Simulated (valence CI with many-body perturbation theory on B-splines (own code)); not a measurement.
# Forbidden lines of Ta XXXIV

Computed by relativistic CI+MBPT: four valence electrons over a frozen Dirac-Fock core [Kr], a basis of 9 s, 9 p, 10 d, 8 f, 5 g, 3 h, 1 i functions for each j, with the one-electron correlation potential Σ1, the two-electron term Σ2, the three-electron term Σ3, Breit, model QED; selected CI, second order for the rest (own B-spline code, finite nucleus).

The last digits are not significant, and no measured levels were compared; by estimate large intervals hold to a few tenths of a per cent, small ones and those within an open d or f shell to about a per cent. Only levels of the ground parity were solved; by the run's estimate the other parity begins above the list, which can be wrong where configurations are misplaced.

Lines 1 to 50 of 120 in falling wavelength, among levels below 85.179 eV, chosen from the decays that carry over 1 % of a level's rate. Wavelengths and rates use the calculated energies. Electric multipoles are in the length gauge, E1 and E2 with the static RPA response of the core. S is in atomic units (e²a₀⁴ for E2 and M2, e²a₀⁶ for E3), for M1 in squared Bohr magnetons. Weak lines are less certain than strong ones. Lines between different terms over intervals too small for the method are left out, as are lines whose strength nearly cancels. The highest levels of a list are the least certain.

Levels are named by their leading jj configuration (3d3/2^4 stands for four electrons in 3d with j = 3/2), which in mixed levels can hold well under half, so a name can repeat and another be missing. Letters in brackets count levels of one name in rising energy.

```tsv
λ vac (Å)	Upper	Lower	Type	A (s⁻¹)	S (a.u.)
9305	(4d3/2^2 4d5/2^2) J=6	(4d3/2^2 4d5/2^2) J=5	M1	9.58e+00	3.72e+00
8645	(4d3/2^3 4d5/2) J=3	(4d3/2^3 4d5/2) J=2	M1	2.54e+01	4.25e+00
8099	(4d3/2^3 4d5/2) J=3	(4d3/2^3 4d5/2) J=4	M1	1.89e+01	2.60e+00
2641	(4d3/2^2 4d5/2^2) J=1	(4d3/2^2 4d5/2^2) J=0 [a]	M1	6.89e+02	1.41e+00
2580	(4d3/2^2 4d5/2^2) J=4 [b]	(4d3/2^2 4d5/2^2) J=3 [a]	M1	4.27e+02	2.45e+00
2529	(4d3/2^3 4d5/2) J=2	(4d3/2^3 4d5/2) J=1	M1	1.34e+03	4.02e+00
2217	(4d3/2^2 4d5/2^2) J=2 [d]	(4d3/2^2 4d5/2^2) J=2 [c]	M1	7.29e+02	1.47e+00
2135	(4d3/2 4d5/2^3) J=3 [c]	(4d3/2 4d5/2^3) J=2 [a]	M1	6.60e+02	1.67e+00
2001	(4d3/2^2 4d5/2^2) J=2 [b]	(4d3/2^2 4d5/2^2) J=2 [a]	M1	7.36e+02	1.09e+00
1911	(4d3/2^2 4d5/2^2) J=4 [c]	(4d3/2^2 4d5/2^2) J=3 [b]	M1	4.28e+02	9.97e-01
1613	(4d3/2 4d5/2^3) J=2 [b]	(4d3/2 4d5/2^3) J=2 [a]	M1	6.64e+02	5.16e-01
1594	(4d3/2 4d5/2^3) J=0	(4d3/2 4d5/2^3) J=1 [a]	M1	1.67e+03	2.51e-01
1499	(4d3/2 4d5/2^3) J=1 [b]	(4d3/2^2 4d5/2^2) J=0 [b]	M1	2.20e+03	8.22e-01
1351	(4d3/2 4d5/2^3) J=1 [b]	(4d3/2 4d5/2^3) J=1 [a]	M1	8.24e+02	2.26e-01
1325	(4d3/2^2 4d5/2^2) J=4 [c]	(4d3/2^2 4d5/2^2) J=5	M1	3.73e+02	2.90e-01
1216	(4d3/2^2 4d5/2^2) J=2 [d]	(4d3/2^2 4d5/2^2) J=2 [b]	M1	8.41e+02	2.80e-01
1156	(4d3/2^2 4d5/2^2) J=2 [d]	(4d3/2^2 4d5/2^2) J=3 [b]	M1	3.74e+02	1.07e-01
1148	(4d3/2^2 4d5/2^2) J=2 [c]	(4d3/2^2 4d5/2^2) J=2 [a]	M1	1.27e+03	3.57e-01
1120	(4d3/2 4d5/2^3) J=2 [b]	(4d3/2 4d5/2^3) J=1 [a]	M1	7.64e+02	1.99e-01
1114	(4d3/2 4d5/2^3) J=3 [c]	(4d3/2 4d5/2^3) J=4 [a]	M1	1.30e+03	4.68e-01
1075	(4d3/2^2 4d5/2^2) J=4 [a]	(4d3/2^3 4d5/2) J=3	M1	3.85e+03	1.60e+00
1057	(4d3/2^2 4d5/2^2) J=4 [c]	(4d3/2^2 4d5/2^2) J=4 [a]	M1	4.92e+03	1.94e+00
1028	(4d3/2^2 4d5/2^2) J=3 [a]	(4d3/2^3 4d5/2) J=3	M1	1.94e+04	5.47e+00
1025	(4d3/2 4d5/2^3) J=3 [a]	(4d3/2^2 4d5/2^2) J=4 [b]	M1	3.04e+03	8.50e-01
1012	(4d3/2 4d5/2^3) J=2 [a]	(4d3/2^2 4d5/2^2) J=2 [c]	M1	3.68e+03	7.05e-01
996.8	(4d3/2^2 4d5/2^2) J=2 [d]	(4d3/2^2 4d5/2^2) J=1	M1	1.12e+02	2.06e-02
995.0	(4d3/2 4d5/2^3) J=1 [b]	(4d3/2^2 4d5/2^2) J=2 [d]	M1	1.18e+04	1.29e+00
994.3	(4d3/2 4d5/2^3) J=3 [c]	(4d3/2^2 4d5/2^2) J=2 [d]	M1	2.72e+03	6.94e-01
988.7	(4d3/2^2 4d5/2^2) J=2 [a]	(4d3/2^3 4d5/2) J=2	M1	1.12e+04	2.01e+00
962.3	(4d3/2 4d5/2^3) J=2 [b]	(4d3/2 4d5/2^3) J=3 [a]	M1	2.55e+03	4.22e-01
954.3	(4d3/2 4d5/2^3) J=3 [b]	(4d3/2^2 4d5/2^2) J=2 [c]	M1	8.98e+02	2.02e-01
949.4	(4d3/2^2 4d5/2^2) J=4 [a]	(4d3/2^3 4d5/2) J=4	M1	2.96e+04	8.46e+00
939.0	(4d3/2^3 4d5/2) J=1	(4d3/2^4) J=0	M1	3.23e+04	2.98e+00
919.8	(4d3/2 4d5/2^3) J=1 [a]	(4d3/2^2 4d5/2^2) J=2 [b]	M1	4.71e+03	4.08e-01
918.4	(4d3/2^2 4d5/2^2) J=3 [a]	(4d3/2^3 4d5/2) J=2	M1	1.49e+04	2.99e+00
892.3	(4d5/2^4) J=4	(4d3/2 4d5/2^3) J=3 [b]	M1	4.27e+03	1.01e+00
866.9	(4d3/2 4d5/2^3) J=5	(4d3/2^2 4d5/2^2) J=4 [b]	M1	1.63e+04	4.34e+00
864.0	(4d3/2 4d5/2^3) J=2 [b]	(4d3/2^2 4d5/2^2) J=2 [d]	M1	2.37e+03	2.84e-01
830.2	(4d3/2 4d5/2^3) J=4 [a]	(4d3/2^2 4d5/2^2) J=5	M1	3.77e+03	7.19e-01
803.4	(4d3/2^2 4d5/2^2) J=2 [d]	(4d3/2^2 4d5/2^2) J=3 [a]	M1	5.27e+02	5.06e-02
803.3	(4d3/2^2 4d5/2^2) J=5	(4d3/2^3 4d5/2) J=4	M1	1.82e+04	3.85e+00
788.6	(4d3/2 4d5/2^3) J=1 [a]	(4d3/2^2 4d5/2^2) J=1	M1	2.29e+04	1.25e+00
778.0	(4d3/2 4d5/2^3) J=5	(4d3/2^2 4d5/2^2) J=6	M1	9.08e+03	1.74e+00
756.4	(4d3/2^2 4d5/2^2) J=2 [d]	(4d3/2^2 4d5/2^2) J=2 [a]	M1	1.54e+02	1.24e-02
753.6	(4d3/2 4d5/2^3) J=6	(4d3/2^2 4d5/2^2) J=6	M1	1.84e+04	3.79e+00
751.7	(4d3/2^2 4d5/2^2) J=1	(4d3/2^3 4d5/2) J=2	M1	4.02e+04	1.90e+00
745.7	(4d3/2^2 4d5/2^2) J=0 [b]	(4d3/2^2 4d5/2^2) J=1	M1	2.54e+04	3.91e-01
742.3	(4d3/2^2 4d5/2^2) J=0 [a]	(4d3/2^3 4d5/2) J=1	M1	9.95e+04	1.51e+00
742.1	(4d3/2 4d5/2^3) J=3 [c]	(4d3/2^2 4d5/2^2) J=4 [c]	M1	2.11e+04	2.24e+00
739.5	(4d3/2^2 4d5/2^2) J=6	(4d3/2^3 4d5/2) J=4	E2	2.72e+00	6.97e-03
```
